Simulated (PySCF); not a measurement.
W(NH)2(F)(Cl) (ClFH2N2W), SMILES [NH]=[W](=[NH])([F])[Cl], multiplicity 1. Atoms are numbered in the order given.

```xyz
7

W     -0.0093     0.1939     0.0000
N     -0.9068     0.6560    -1.4286
H     -1.6959     1.0413    -1.9420
N     -0.9068     0.6560     1.4286
H     -1.6959     1.0413     1.9420
F      1.6194     1.1414     0.0000
Cl     0.1293    -2.1112     0.0000
```

Geometry: B3LYP-D3(BJ)/def2-SVP. The multiplicity is an assumed one; no other spin state was optimised. The structure was generated by enumeration; whether it is a known compound was not checked. The def2 effective core potentials stand for the cores of W; spin–orbit coupling is left out.

Level of theory: PBE/def2-TZVP in PySCF.

ESP charges are fitted to the potential on shells at 1.4 to 2.0 van der Waals radii. Atomic charges (e):

```json
[
 {"atom": "W1", "ESP fit": "?", "Mulliken": "1.17"},
 {"atom": "N2", "ESP fit": "?", "Mulliken": "-0.51"},
 {"atom": "H3", "ESP fit": "?", "Mulliken": "0.24"},
 {"atom": "N4", "ESP fit": "?", "Mulliken": "-0.51"},
 {"atom": "H5", "ESP fit": "?", "Mulliken": "0.24"},
 {"atom": "F6", "ESP fit": "-0.22", "Mulliken": "-0.34"},
 {"atom": "Cl7", "ESP fit": "-0.18", "Mulliken": "-0.30"}
]
```

### Question
Fill in the missing entries. (The exact figures need the calculation; the answer reports its results.)

### Answer

- W1, ESP fit: 0.96
- N2, ESP fit: -0.68
- H3, ESP fit: 0.39
- N4, ESP fit: -0.68
- H5, ESP fit: 0.39
